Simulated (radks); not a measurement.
Problem. All-electron calculation, Dirac Kohn-Sham, PBEsol, spin-unpolarised, spherical densities, point nucleus; open shells fill j = l - 1/2 first. Program: a radial shooting solver on a logarithmic mesh with Libxc functionals. Each species is in its NIST ground configuration. Rank Sc, Zn, Fe, Mn, V, Ti, Cu, Cr, Co, Ni by mean radius of the outermost orbital (bohr), largest first.

Solution. Sc 3.71, Ti 3.50, Cr 3.42, V 3.34, Mn 3.08, Fe 2.98, Cu 2.92, Co 2.88, Ni 2.79, Zn 2.64.
